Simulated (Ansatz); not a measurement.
Relaxation of n-GeGeGeGeGeH12 (Ge5H12) (charge 0, singlet) with RKS PBE0-D4/def2-SVP in Ansatz.

Positions (Å) and forces (eV/Å) at step 25 of 25:

```xyz
17
step=25 energy=-282716.6675 eV
Ge    1.778    1.812   -0.822   -0.014   -0.005    0.019
Ge    0.163    1.809    0.987    0.009   -0.012   -0.003
Ge   -1.855    0.662    0.275    0.013    0.000   -0.002
Ge   -1.187   -1.374   -0.865   -0.013   -0.003   -0.014
Ge    0.348   -2.628    0.531    0.012    0.015    0.004
H     1.167    2.481   -2.067   -0.002    0.004   -0.016
H     3.057    2.572   -0.426    0.008    0.003    0.000
H     2.155    0.363   -1.184   -0.002    0.003    0.001
H    -0.152    3.254    1.422    0.002    0.012    0.004
H     0.762    1.064    2.197    0.002   -0.001    0.006
H    -2.743    0.325    1.490   -0.002   -0.004    0.003
H    -2.661    1.570   -0.676   -0.004    0.000   -0.007
H    -2.412   -2.243   -1.215   -0.002   -0.002   -0.005
H    -0.481   -0.989   -2.182   -0.004   -0.005    0.013
H     0.919   -3.844   -0.221   -0.001   -0.001    0.003
H    -0.373   -3.120    1.799    0.002    0.004   -0.005
H     1.516   -1.716    0.956   -0.003   -0.010   -0.001
```

Another isomer (singlet) lies 0.11 eV lower at PBE0-D4/def2-TZVP; other spin states weren't run for this one.
